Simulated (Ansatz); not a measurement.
Steps of a relaxation of `O=C/C=[CH]/[AlH2]` with RKS PBE0-D4/def2-TZVP.

```sh
$ ansatz run in.yaml --threads 2 --pin off --events-out ev --progress --plain --max-ram 4352MiB
```

```yaml
crystal:
  periodic: [false, false, false]
  atoms:
    - {symbol: O, position_ang: [-2.682979, 0.510568, 0.058376]}
    - {symbol: C, position_ang: [-1.772579, 0.730933, 0.839044]}
    - {symbol: C, position_ang: [-0.346450, 0.351076, 0.593532]}
    - {symbol: C, position_ang: [0.049177, -0.279410, -0.545363]}
    - {symbol: Al, position_ang: [1.912162, -0.790244, -0.892543]}
    - {symbol: H, position_ang: [-1.965772, 1.252583, 1.824321]}
    - {symbol: H, position_ang: [0.366390, 0.616062, 1.397753]}
    - {symbol: H, position_ang: [-0.781065, -0.476837, -1.255066]}
    - {symbol: H, position_ang: [2.310875, -1.536228, -2.248457]}
    - {symbol: H, position_ang: [2.993341, -0.429703, 0.231503]}
basis:
  gaussian: {orbitals: def2-TZVP}
hamiltonian: {xc: pbe0, dispersion: d4}
relax: {f_tol: 0.005, max_steps: 150}
```

Positions (Å) and forces (eV/Å) along the path, 8 of 8 steps:

```xyz
10
step=1 energy=-11827.9045 eV
O    -2.683    0.511    0.058    1.022    0.271    0.924
C    -1.773    0.731    0.839   -0.631   -0.070   -0.374
C    -0.346    0.351    0.594    0.302   -0.285   -0.469
C     0.049   -0.279   -0.545   -0.590    0.357    0.513
Al    1.912   -0.790   -0.893   -0.031    0.029    0.050
H    -1.966    1.253    1.824    0.047   -0.303   -0.595
H     0.366    0.616    1.398   -0.364   -0.150   -0.443
H    -0.781   -0.477   -1.255    0.441    0.099    0.363
H     2.311   -1.536   -2.248   -0.053    0.095    0.170
H     2.993   -0.430    0.232   -0.142   -0.043   -0.138
10
step=2 energy=-11827.9518 eV
O    -2.664    0.512    0.069    0.153    0.047    0.149
C    -1.758    0.726    0.835   -0.079    0.020    0.016
C    -0.342    0.345    0.582    0.112   -0.064   -0.092
C     0.042   -0.279   -0.545   -0.171    0.079    0.095
Al    1.899   -0.783   -0.881   -0.063    0.016    0.009
H    -1.947    1.240    1.807    0.015   -0.083   -0.163
H     0.368    0.604    1.372   -0.098   -0.038   -0.111
H    -0.778   -0.474   -1.247    0.145    0.015    0.089
H     2.296   -1.522   -2.225    0.009    0.008    0.018
H     2.967   -0.423    0.237   -0.023   -0.001   -0.009
10
step=3 energy=-11827.9549 eV
O    -2.660    0.516    0.076   -0.026   -0.005   -0.013
C    -1.752    0.726    0.837    0.031    0.013    0.020
C    -0.341    0.342    0.577    0.007   -0.005    0.004
C     0.038   -0.279   -0.549   -0.019   -0.014   -0.016
Al    1.891   -0.780   -0.880   -0.007    0.005    0.006
H    -1.936    1.237    1.804   -0.002   -0.002    0.003
H     0.370    0.597    1.361    0.008    0.005    0.003
H    -0.777   -0.476   -1.248    0.004   -0.001   -0.014
H     2.302   -1.519   -2.219    0.006   -0.001    0.000
H     2.949   -0.416    0.243   -0.002    0.004    0.007
10
step=4 energy=-11827.9551 eV
O    -2.662    0.517    0.082   -0.015    0.011   -0.018
C    -1.750    0.728    0.838    0.010   -0.036    0.024
C    -0.340    0.340    0.573   -0.001    0.023    0.000
C     0.034   -0.283   -0.552   -0.003    0.006   -0.036
Al    1.888   -0.781   -0.879    0.004    0.000    0.008
H    -1.930    1.235    1.808    0.002    0.020    0.006
H     0.374    0.597    1.354    0.009   -0.009    0.012
H    -0.779   -0.474   -1.254   -0.009   -0.017   -0.001
H     2.309   -1.519   -2.216    0.004   -0.001   -0.001
H     2.939   -0.412    0.250   -0.002    0.002    0.004
10
step=5 energy=-11827.9557 eV
O    -2.664    0.524    0.091   -0.006    0.001   -0.001
C    -1.746    0.728    0.842    0.010   -0.004   -0.008
C    -0.340    0.337    0.565   -0.003    0.003    0.007
C     0.028   -0.285   -0.564   -0.007    0.003    0.002
Al    1.885   -0.779   -0.879    0.001    0.001    0.002
H    -1.917    1.237    1.813    0.002    0.000    0.002
H     0.380    0.589    1.343    0.004   -0.002   -0.002
H    -0.789   -0.480   -1.261   -0.001   -0.002   -0.003
H     2.325   -1.517   -2.209    0.002    0.000    0.001
H     2.922   -0.404    0.262   -0.003    0.000    0.000
10
step=6 energy=-11827.9557 eV
O    -2.665    0.527    0.095    0.002    0.001    0.002
C    -1.744    0.728    0.843    0.002   -0.006   -0.005
C    -0.340    0.335    0.562   -0.004    0.004    0.004
C     0.024   -0.287   -0.568   -0.001   -0.001    0.000
Al    1.883   -0.778   -0.879    0.002   -0.002    0.003
H    -1.910    1.237    1.815    0.000    0.001    0.000
H     0.384    0.586    1.337    0.001    0.000   -0.002
H    -0.793   -0.483   -1.265   -0.001    0.001   -0.001
H     2.332   -1.516   -2.206   -0.001    0.002    0.000
H     2.912   -0.400    0.268   -0.001    0.000   -0.002
10
step=7 energy=-11827.9557 eV rejected
O    -2.665    0.527    0.096    0.001   -0.001    0.001
C    -1.744    0.728    0.843    0.002    0.005   -0.004
C    -0.340    0.334    0.561   -0.004    0.000    0.003
C     0.024   -0.288   -0.568    0.002   -0.004    0.000
Al    1.883   -0.780   -0.877    0.003    0.011   -0.007
H    -1.909    1.238    1.815   -0.001   -0.001    0.002
H     0.384    0.585    1.336   -0.001   -0.001    0.000
H    -0.794   -0.482   -1.265   -0.001   -0.001    0.001
H     2.333   -1.515   -2.206    0.000   -0.004    0.002
H     2.911   -0.398    0.268   -0.001   -0.004    0.001
10
step=8 energy=-11827.9557 eV
O    -2.665    0.527    0.095   -0.001    0.000   -0.001
C    -1.744    0.728    0.843    0.000    0.000    0.001
C    -0.340    0.335    0.562    0.001    0.000    0.000
C     0.024   -0.288   -0.568    0.000    0.000    0.000
Al    1.883   -0.779   -0.878    0.000    0.000    0.000
H    -1.910    1.237    1.815    0.000    0.000    0.000
H     0.384    0.586    1.337    0.000    0.000    0.000
H    -0.793   -0.483   -1.264    0.000    0.000    0.000
H     2.332   -1.515   -2.206    0.000    0.000    0.000
H     2.912   -0.400    0.268    0.000    0.000    0.000
```

Run time 38 s (2 threads of an AMD EPYC 7B13 on a shared host); peak host memory 0.47 GiB.
